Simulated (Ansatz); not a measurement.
`F/[C]([GaH2])=[CH]/[AlH2]` and `C=[C](F)[GaH2]` differ in one atom or group.

Ansatz, PBE0-D4/def2-TZVP geometries, multiplicity 1.  `F/[C]([GaH2])=[CH]/[AlH2]` holds a close contact that its SMILES doesn't draw: H···Al 1.91 Å.

Scalar relativity is left out up to krypton.

```tsv
property	`F/[C]([GaH2])=[CH]/[AlH2]`
LUMO energy (PBE0/def2-TZVPP) / eV	-2.45
ideal-gas entropy at 298 K and 1 bar (rigid rotor, harmonic PBE0-D4/def2-TZVP) / J/(mol·K)	355
HOMO–LUMO gap (ωB97M-V/def2-TZVPP) / eV	9.02
HOMO–LUMO gap (PBE/def2-TZVPP) / eV	3.17
HOMO–LUMO gap (PBE0/def2-TZVPP) / eV	5.12
zero-point energy (PBE0-D4/def2-TZVP) / kJ/mol	135.7
```

(1) Give the same properties after the change, and the shifts. (An estimate is asked.)

## Answers

(1) Ansatz gave: 
```tsv
property	`C=[C](F)[GaH2]`	shift
LUMO energy (PBE0/def2-TZVPP) / eV	-1.99	0.46
ideal-gas entropy at 298 K and 1 bar (rigid rotor, harmonic PBE0-D4/def2-TZVP) / J/(mol·K)	319	-36
HOMO–LUMO gap (ωB97M-V/def2-TZVPP) / eV	9.80	0.78
HOMO–LUMO gap (PBE/def2-TZVPP) / eV	3.82	0.65
HOMO–LUMO gap (PBE0/def2-TZVPP) / eV	5.81	0.69
zero-point energy (PBE0-D4/def2-TZVP) / kJ/mol	124.1	-11.6
```

With PBE0 the HOMO falls by 0.21 eV and the LUMO rises by 0.46 eV, so the gap widens by about 0.67 eV. PBE moves the HOMO by -0.20 eV and ωB97M-V by -0.29 eV. The zero-point energy changes by -11.6 kJ/mol with -6 modes.
